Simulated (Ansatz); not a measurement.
Two isomers of C2H6F2Sn: A = `FC[CH](F)[SnH3]`, B = `C[CH](F)[SnH2][F]`.

Gas-phase electronic energies from Ansatz, PBE0-D4/def2-TZVP geometries. CBS: MP2 limit from def2 TZ/QZ plus the TZ coupled-cluster correction, frozen cores. Functionals use def2-TZVPP. B3LYP here is the variant with VWN-RPA as its local correlation; programs differ in this. def2 core potentials past Kr. For Sn outer-core shells are correlated without core-valence functions, which leaves a few kJ/mol of doubt a bond. One conformer a species, not always the lowest.

Task: Which is lower in electronic energy at CCSD(T)/CBS, and by how much? (Estimate.)

Result: Ansatz gave: B, by 147.8 kJ/mol.

Task: Give E(B) − E(A) in kJ/mol with MP2/def2-TZVPP, CCSD(T)/def2-TZVPP, r2SCAN-D4, B3LYP-D4, CCSD/def2-TZVPP, B2PLYP, PBE0-D4. (Best estimate.)

Result: The calculation gave: MP2/def2-TZVPP -145.0, CCSD(T)/def2-TZVPP -135.8, r2SCAN-D4 -142.7, B3LYP-D4 -141.6, CCSD/def2-TZVPP -135.4, B2PLYP -143.7, PBE0-D4 -135.7. None reverses the order clearly.

Largest T1 diagnostic: 0.013.
